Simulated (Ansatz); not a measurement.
Geometry optimisation, Ansatz, UKS PBE/def2-SVP.

The input (input.yaml):

```yaml
crystal:
  periodic: [false, false, false]
  atoms:
    - { symbol: Ta, position_ang: [-0.082024, 0.0, 0.0] }
    - { symbol: Cl, position_ang: [2.347432, 0.0, 0.0] }
    - { symbol: Cl, position_ang: [0.048112, 0.0, 2.333909] }
    - { symbol: Cl, position_ang: [0.048112, 0.0, -2.333909] }
    - { symbol: Cl, position_ang: [-1.317773, 1.927442, 0.0] }
    - { symbol: Cl, position_ang: [-1.317773, -1.927442, 0.0] }
    - { symbol: Cl, position_ang: [5.583914, 0.0, 0.0] }
magnetization:
  spin_polarized: true
  initial_magnetization: 1
basis:
  gaussian: { orbitals: def2-SVP }
hamiltonian:
  xc: pbe
relax:
  f_tol: 0.03
  max_steps: 50
```

Command:

```bash
$ ansatz run input.yaml --threads 4 --pin off --max-ram 5120MiB --backend cpu --events-out ev --progress --plain --runs-dir out
```

**Question.** Where does it end, and by what steps?

**Answer.** The run converged. After 7 steps the energy has fallen by 0.099 eV; Cl7 moved furthest, 0.38 Å.

| step | energy less start (eV) | largest force component (eV/Å) | accepted |
| --- | --- | --- | --- |
| 0 | 0.0000 | 1.241 | yes |
| 1 | -0.0526 | 0.831 | yes |
| 2 | -0.0777 | 0.097 | yes |
| 3 | -0.0802 | 0.079 | yes |
| 4 | -0.0870 | 0.070 | yes |
| 5 | -0.0959 | 0.062 | yes |
| 6 | -0.0974 | 0.059 | yes |
| 7 | -0.0985 | 0.006 | yes |

```xyz
7
Properties=species:S:1:pos:R:3
Ta 0.011 0.000 0.000
Cl 2.335 0.000 0.000
Cl 0.064 0.000 2.341
Cl 0.064 0.000 -2.341
Cl -1.184 1.961 0.000
Cl -1.184 -1.961 0.000
Cl 5.204 0.000 0.000
```

Whether the end is a true minimum wasn't checked by a vibrational analysis.

The run took 84 s on 4 threads of Intel(R) Xeon(R) Platinum 8488C (Sapphire Rapids), on a shared host, peak memory 0.47 GiB.
